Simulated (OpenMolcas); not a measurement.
**Lines of La⁺: computed and rescaled rates**

```json
{"Program": "OpenMolcas", "Method": "MS-RASPT2, IPEA 0.25 Eh, imaginary shift 0.1 Eh (closed shells correlated: 5s 5p)", "Basis": "ANO-RCC-VTZP [8s7p5d3f2g1h]", "Scalar Hamiltonian": "DKH2, point nucleus", "Active space": "2 electrons in 9 orbitals (RAS2 5d 6s; RAS3 6p, at most 2 electrons)", "State averaging": "2S+1 = 3 even, 15 roots; 2S+1 = 1 even, 21 roots kept (CI in the orbitals of an earlier block); 2S+1 = 3 odd, 18 roots; 2S+1 = 1 odd, 18 roots kept (CI in the orbitals of an earlier block)", "Spin-orbit coupling": "RASSI with atomic mean-field integrals over the reference wave functions, term energies averaged over their components"}
```

Rates come from the transition moments of the reference wave functions (E1 and E2 in the length form). At fixed line strength A goes as λ^-3 for E1 and M1 and as λ^-5 for E2, so a rate at the computed wavelength can be rescaled to the measured one. Measured vacuum wavelengths follow from level energies in NIST Handbook of Basic Atomic Spectroscopic Data. Branching counts decays inside the model space alone, at computed energies, and the table is only a selection of the E2 and M1 lines, drawn from those between levels with measured partners whose computed energy lies within a factor of 1.5 of the measured one.

```tsv
Upper	Lower	Type	λ computed (nm)	λ measured (nm)	A computed (s-1)	A rescaled (s-1)	Branching %
5d² ³P₁	5d² ³P₀	M1	18320	21350	2.73e-03	1.72e-03	3.7
5d 6s ³D₂	5d 6s ³D₁	M1	17000	14360	4.66e-03	7.73e-03	53.8
5d 6s ³D₃	5d 6s ³D₂	M1	14010	15180	6.18e-03	4.86e-03	26.0
5d² ³F₄	5d² ³F₃	M1	10070	10480	1.97e-02	1.75e-02	100.0
5d² ³F₃	5d² ³F₂	M1	9055	9842	2.78e-02	2.17e-02	100.0
6s² ¹S₀	5d² ³P₁	M1	4974	5965	2.76e-02		8.3
5d 6s ³D₂	5d² ³F₃	M1	4738	6347	1.17e-03		13.5
5d 6s ³D₁	5d² ³F₂	M1	3807	5277	2.01e-03		33.6
5d 6s ³D₁	5d² ³F₂	E2	3807	5277	6.40e-04	1.25e-04	10.7
5d² ³P₀	5d 6s ³D₂	E2	3422	3762	1.39e-03	8.66e-04	3.0
5d 6s ³D₂	5d² ³F₂	M1	3111	3859	5.18e-04		6.0
5d 6s ³D₂	5d² ³F₂	E2	3111	3859	4.43e-04	1.51e-04	5.1
5d 6s ³D₃	5d² ³F₂	M1	2545	3077	2.99e-03		12.6
5d² ³P₁	5d 6s ³D₁	E2	2465	2616	3.26e-03	2.42e-03	4.4
5d² ³P₂	5d² ³F₄	E2	1969	2349	1.25e-02	5.17e-03	11.5
5d² ³P₁	5d² ³F₃	E2	1792	2127	1.77e-02	7.51e-03	24.0
5d² ¹G₄	5d² ³F₄	M1	1781	1817	5.16e-02		45.6
5d² ³P₂	5d² ³F₃	E2	1647	1919	8.82e-03	4.11e-03	8.1
5d² ³P₀	5d² ³F₂	E2	1629	1905	4.33e-02	1.98e-02	95.1
5d² ¹G₄	5d² ³F₃	M1	1513	1549	5.09e-02		45.0
5d² ³P₁	5d² ³F₂	E2	1496	1749	1.66e-02	7.60e-03	22.6
5d² ³P₁	5d² ³F₂	M1	1496	1749	9.31e-03		12.6
5d² ³P₂	5d² ³F₂	M1	1393	1606	2.42e-02		22.3
5d² ³P₂	5d² ³F₂	E2	1393	1606	3.90e-03	1.91e-03	3.6
6s² ¹S₀	5d² ³F₂	E2	1150	1352	5.47e-02		16.3
```

Spin-changing lines and M1 lines between different terms are not rescaled, since their strength hangs on the term gaps too.

The largest correction is for 5d 6s ³D₁ → 5d² ³F₂ (E2): 6.40e-04 × (3807 / 5277)^5 = 1.25e-04 s-1, a factor of 0.20.

The computed rate and branching of 5d² ³F₃ → 5d² ³F₂ give the upper level a radiative lifetime of 1.000 / 2.78e-02 s-1 = 3.60e+01 s, counting decays inside the model space alone. The rescaled rate gives about 4.6e+01 s.

The computed order of these levels differs from the measured one in 2 places, and where term gaps are wrong the rates of spin-changing lines can be off by large factors.

These are rates of the free ion; in crystals, glasses and complexes forced electric-dipole and non-radiative decay shorten such lifetimes by orders of magnitude. No measured rate stands beside these. Rescaling mends the energy factor alone: line strengths can still be far off where a level mixes with configurations outside the active space, and weak or spin-changing lines hang on small mixing coefficients that depend on the term gaps too, so rescaling need not improve them.

CASPT2 does not keep the components of a term degenerate, so their means are used; among the terms shown or strongly mixed into the levels shown the widest spread is 920 cm-1 (5d² ¹G). Over all roots computed the reference weight is 0.87 to 0.93; the roots of lowest weight are the least certain, and an intruder state may touch them. Terms from blocks run as CI alone lack orbitals of their own. Configurations are named by rounded mean occupations; where the s occupation lies near a half they are strongly mixed, a name can repeat and a true partner stay unpaired. A single d shell beside an s shell can misplace configurations of different d count against each other. The CASPT2 spread within a term exceeds the gap to the next term for 5d² ¹D and 5d² ³F, 5d² ³P and 5d² ¹G, 5d² ¹G and 6s² ¹S, so the order of their levels is uncertain, and so are names and mixing where such terms share a J. Some terms miss by over 15 % even with CASPT2, which points to a basis or an active space too small for the shells correlated. Measured partners are found by configuration, term and J. A level has none where our copy of the source lacks it or the pairing is in doubt (some pairs that miss far off the trend of their configuration count as doubtful). Levels of configurations outside the active space are missing.
